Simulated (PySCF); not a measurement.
Polarisability of `C1=CC[C@@H](C2CC2)[CH+]1`

Species: C8H11 (charge +1).
Structure used (GFN2-xTB), in Å, numbered top down from 1:
```xyz
19
C8H11 angstrom
C     -2.399   -0.146   -0.627
C     -2.215   -1.057    0.395
C     -0.936   -0.846    1.063
C     -0.292    0.319    0.308
C      1.016   -0.048   -0.425
C      2.311    0.018    0.330
C      2.017    1.013   -0.753
C     -1.301    0.694   -0.680
H     -3.259   -0.093   -1.272
H     -2.915   -1.827    0.676
H     -0.325   -1.755    1.055
H     -1.087   -0.638    2.130
H     -0.042    1.159    0.965
H      0.881   -0.853   -1.136
H      2.299    0.361    1.353
H      3.038   -0.757    0.145
H      1.813    2.031   -0.460
H      2.548    0.935   -1.688
H     -1.163    1.498   -1.386
```

Level: PBE0/def2-SVPD (PySCF), static field, nuclei fixed, core orbitals frozen in the response. The polarisability tensor in these axes (au):

```
x   104.97  11.48   1.85
y    11.48  75.39 -11.59
z     1.85 -11.59  73.51
```

Task: Diagonalise the tensor; give its mean and Δα, where Δα² is half the sum of the squared differences of the eigenvalues.

Result: Principal values 60.84, 84.01 and 109.03 au; mean 84.62 au = 12.54 Å³ = 13.95 × 10⁻⁴⁰ C²·m²/J; Δα = 41.74 au (49 % of the mean).

Task: Form Σ f/ω² (atomic units) for the 6 lowest TDDFT singlets, given as eV and f, and set it beside the mean polarisability, which is this sum over all singlets: 2.90, 0.0089; 3.08, 0.0218; 4.66, 0.0036; 4.76, 0.1052; 5.46, 0.1074; 5.69, 0.0099.

Result: They add up to 8.94 au, 10.6 % of the 84.62 au; the largest single term is 3.44 au, from the state at 4.76 eV. Terms in order: 0.78, 1.71, 0.12, 3.44, 2.67, 0.23 au. Higher excitations give the rest. The strengths listed sum to 0.257.

Task: Traceless (Buckingham) quadrupole moment about the centre of nuclear charge: eigenvalues?

Result: -11.87, -1.99, 13.87 D·Å. The values depend on the origin, since the species is charged. The electronic extent ⟨r²⟩ about the same centre is 1011 bohr², a root-mean-square distance of 2.21 Å for the 58 electrons.

Task: What depolarisation ratio follows for Rayleigh scattering of linearly polarised light, taking the static tensor?

Result: ρ = 3Δα²/(45ᾱ² + 4Δα²) = 5226.6/(322252 + 6968.8) = 0.0159.

Task: Directions of the eigenvectors, and the extent of the frame along each?

Result: Largest value along (0.94, 0.34, -0.06), where the nuclei span 6.21 Å; middle along (0.28, -0.62, 0.73), 4.04 Å; least along (-0.21, 0.71, 0.68), 3.04 Å. The response follows the extents in order.

One conformer (not necessarily the lowest) at the GFN2-xTB geometry, without solvent, vibrations or thermal averaging.
